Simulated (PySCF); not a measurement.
**Radial density of Cd²⁺ (cadmium, charge +2)**

UHF, [Kr] 4d9 5s1, high-spin 3D determinant (an excited configuration). Computed with PySCF 2.14 in aug-cc-pwCVTZ-PP with ECP28MDF, with scalar relativity through the core potential. This is the valence pseudo-density: the core potential removes the inner electrons and smooths the orbitals near the nucleus.

```tsv
r (bohr)	4πr²ρ (e/bohr)	4πr²(ρα − ρβ)
0.0168	1.915e-05	0.0000
0.0282	4.884e-05	0.0000
0.0475	0.0001178	0.0000
0.0799	0.0004392	0.0000
0.134	0.004175	0.0003
0.226	0.06169	0.0047
0.380	1.315	0.0798
0.639	13.77	0.6684
1.08	16.38	0.9143
1.81	3.472	0.7414
3.04	0.4307	0.3284
5.12	0.01279	0.0125
```

Energies and moments cover only the electrons outside the core potential.
